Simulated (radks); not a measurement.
Species: Er2.5+. Configuration: [Xe] 4f10.5 5d1 (fractional occupations, a model configuration).

Method: Dirac Kohn-Sham, LDA (Slater exchange, Perdew-Wang correlation), spin-unpolarised, spherical densities, finite nucleus; open shells are shared between the two j in proportion to 2j + 1; Fermi nuclear charge, rms radius 5.2516 fm; computed with a radial shooting solver on a logarithmic mesh with Libxc functionals.

Energy parts (Ry):
part                       energy
total                 -26177.3055
kinetic                28880.1514
electron-nucleus      -64635.6214
Hartree                10117.7546
exchange-correlation    -539.5901

Orbitals (lengths in bohr, moments of r in powers of bohr; <r^-3> diverges for s and p1/2):
| orbital | occ. | eigenvalue (Ry) | <r^2> | <r^-3> | <r^4> | <1/r> | small-component weight |
|---|---|---|---|---|---|---|---|
| 1s1/2 | 2 | -4209.495 | 0.0005688 | - | 8.669e-07 | 77.48 | 6.47e-02 |
| 2s1/2 | 2 | -708.8224 | 0.008788 | - | 0.0001341 | 18.63 | 1.44e-02 |
| 2p1/2 | 2 | -675.5806 | 0.006334 | - | 0.00008200 | 18.62 | 1.45e-02 |
| 2p3/2 | 4 | -608.2768 | 0.007553 | 12180 | 0.0001119 | 16.15 | 1.33e-02 |
| 3s1/2 | 2 | -160.6467 | 0.05807 | - | 0.005099 | 6.817 | 4.65e-03 |
| 3p1/2 | 2 | -146.0039 | 0.05370 | - | 0.004570 | 6.737 | 4.60e-03 |
| 3p3/2 | 4 | -131.8762 | 0.06056 | 2654 | 0.005761 | 6.105 | 4.26e-03 |
| 3d3/2 | 4 | -106.6982 | 0.04769 | 452.0 | 0.004048 | 5.993 | 4.14e-03 |
| 3d5/2 | 6 | -103.6084 | 0.04959 | 395.2 | 0.004348 | 5.838 | 4.05e-03 |
| 4s1/2 | 2 | -33.51982 | 0.2912 | - | 0.1235 | 2.861 | 1.51e-03 |
| 4p1/2 | 2 | -27.66211 | 0.3037 | - | 0.1381 | 2.754 | 1.43e-03 |
| 4p3/2 | 4 | -24.45237 | 0.3415 | 603.1 | 0.1747 | 2.534 | 1.30e-03 |
| 4d3/2 | 4 | -14.77654 | 0.3836 | 88.28 | 0.2396 | 2.317 | 1.12e-03 |
| 4d5/2 | 6 | -14.19027 | 0.3983 | 75.83 | 0.2585 | 2.263 | 1.09e-03 |
| 5s1/2 | 2 | -5.74808 | 1.682 | - | 4.188 | 1.096 | 3.23e-04 |
| 5p1/2 | 2 | -4.09661 | 2.099 | - | 6.764 | 0.9729 | 2.60e-04 |
| 5p3/2 | 4 | -3.65270 | 2.411 | 82.09 | 8.933 | 0.8965 | 2.28e-04 |
| 4f5/2 | 4.5 | -2.49534 | 0.7171 | 11.86 | 1.356 | 1.744 | 6.89e-04 |
| 4f7/2 | 6 | -2.40770 | 0.7419 | 11.37 | 1.465 | 1.720 | 6.75e-04 |
| 5d3/2 | 0.4 | -1.56973 | 5.077 | 5.864 | 43.77 | 0.6127 | 1.08e-04 |
| 5d5/2 | 0.6 | -1.53177 | 5.299 | 4.964 | 47.53 | 0.5980 | 1.03e-04 |

The highest occupied level is 5d5/2 at -20.841 eV. Summed over all electrons, <r^2> = 37.59 bohr^2, which gives a Langevin (diamagnetic) susceptibility term of -29.8 x 10^-6 cm^3/mol. The electron density at the nucleus is 8.693e+05 e/bohr^3.
